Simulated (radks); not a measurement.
The numbers below are computed, except where a source is named.
Task: Species: Kr III. Configuration: [Ar] 3d10 4s2 4p3.5 5p0.5 (fractional occupations, a model configuration). Code: a radial shooting solver on a logarithmic mesh with Libxc functionals. Model: scalar-relativistic Kohn-Sham, r2SCAN, spin-polarised, spherical densities, finite nucleus; open shells are filled with parallel spins first; meta-GGA in the generalised Kohn-Sham scheme; Fermi nuclear charge, rms radius 4.1884 fm. Some entries of the table are withheld. Estimate them.

orbital,occ.,eigenvalue (eV),r(max) (bohr),<r^2> (bohr^2)
1s up,1,-14224.60,0.02708,0.002320
1s down,1,-14224.24,0.02708,0.002320
2s up,1,-1908.707,0.1541,0.03964
2s down,1,-1908.636,0.1541,0.03964
2p up,3,-1688.955,0.1234,0.03137
2p down,3,-1688.687,0.1235,0.03137
3s up,1,-299.9570,0.4661,0.3215
3s down,1,-299.6569,0.4663,0.3214
3p up,3,-229.1257,0.4627,0.3406
3p down,3,-228.7590,0.4630,0.3400
3d up,5,-112.3685,0.4126,0.3795
3d down,5,-111.8833,0.4126,0.3752
4s up,1,(1),1.313,2.505
4s down,1,(2),1.309,2.532
4p up,3,-35.5865,(3),3.269
4p down,0.5,-31.9407,(4),3.342
4d up,0,-14.4228,(5),7.668
5s up,0,-13.9002,3.502,16.46
4d down,0,-11.2325,(6),8.962
5p up,0.5,-10.6234,4.164,22.71

Result: 
(1) 4s up eigenvalue (eV): -51.6113
(2) 4s down eigenvalue (eV): -47.8685
(3) 4p up r(max) (bohr): 1.468
(4) 4p down r(max) (bohr): 1.463
(5) 4d up r(max) (bohr): 2.017
(6) 4d down r(max) (bohr): 2.053
